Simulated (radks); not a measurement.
Question: The terbium ion Tb4+, [Xe] 4f7. All-electron calculation, non-relativistic Kohn-Sham, exchange-only B88, spin-polarised, spherical densities, point nucleus. Program: a radial shooting solver on a logarithmic mesh with Libxc functionals. Every spin shell is full or empty, so the densities are truly spherical. Functionals are evaluated on that one density, not self-consistently. Rank these orbital-free kinetic functionals by their error against the exact value of the orbitals, and give that value: Thomas-Fermi, von Weizsacker, TF + vW/9, LC94, APBEK, Perdew 92, Pearson, LKT, PG1, Ernzerhof.

Answer: Exact: 11224.0 hartree. From best to worst, with 100 (|E| - |E exact|)/|E exact| (equal figures are ties): LC94 -0.01, APBEK +0.03, Ernzerhof -0.49, Perdew 92 -0.73, TF + vW/9 -0.73, Pearson -0.92, Thomas-Fermi -4.97, PG1 +13.50, LKT +17.28, von Weizsacker -61.89.
